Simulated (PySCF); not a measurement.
C₂H₁₃NSSi₄.
Numbering: `[CH3:1][NH:2][Si@@H:3]1[SiH2:4][SiH2:5][S:6][Si@@H:7]1[CH3:8]`

NICS is the negative of the GIAO shielding at a point without a nucleus: at the ring centre (0) and 1 Å above and below it (1); zz is the component along the ring normal. Level: GIAO PBE0/pcSseg-1 (PySCF, non-relativistic, gas phase) on the GFN2-xTB geometry, one conformer.

Ring bond lengths (Å), with Mayer bond orders in brackets: Si3–Si4 2.359 (0.80), Si4–Si5 2.328 (0.86), Si5–S6 2.169 (0.91), S6–Si7 2.177 (0.94), Si7–Si3 2.325 (0.89).

**Question.** Give the NICS values of each ring in ppm.

**Answer.** 
```
              ring                                                      type  NICS(0)  NICS(1), two faces  NICS(1)zz, two faces  rms pucker (Å)  centre to ring atoms, mean (Å)
Si3–Si4–Si5–S6–Si7  5-membered ring with S and 4 Si; formal bonds all single     -3.3         -3.9 / -2.3             0.1 / 1.1            0.23                            1.91
```

**Question.** What can be read from them?

**Answer.** 
- Si3–Si4–Si5–S6–Si7: mean NICS(1)zz 0.6 ppm, near zero. Si3, Si4, Si5, Si7 have four or more neighbours; no verdict on aromaticity is drawn.

**Question.** List the ring angles and the Hirshfeld charges of the ring atoms.

**Answer.** 
- Si3–Si4–Si5–S6–Si7: Si3 104.3° (+0.216 e), Si4 103.3° (+0.127 e), Si5 107.3° (+0.214 e), S6 106.5° (-0.201 e), Si7 104.9° (+0.255 e); sum 526.3° against 540° for a flat convex ring.

The run took 90 s on one thread, Arm Neoverse N1 (aarch64) (shared host), and the process peaked at 1.1 GiB of memory. This is the whole shielding run at PBE0/pcSseg-1, SCF included.
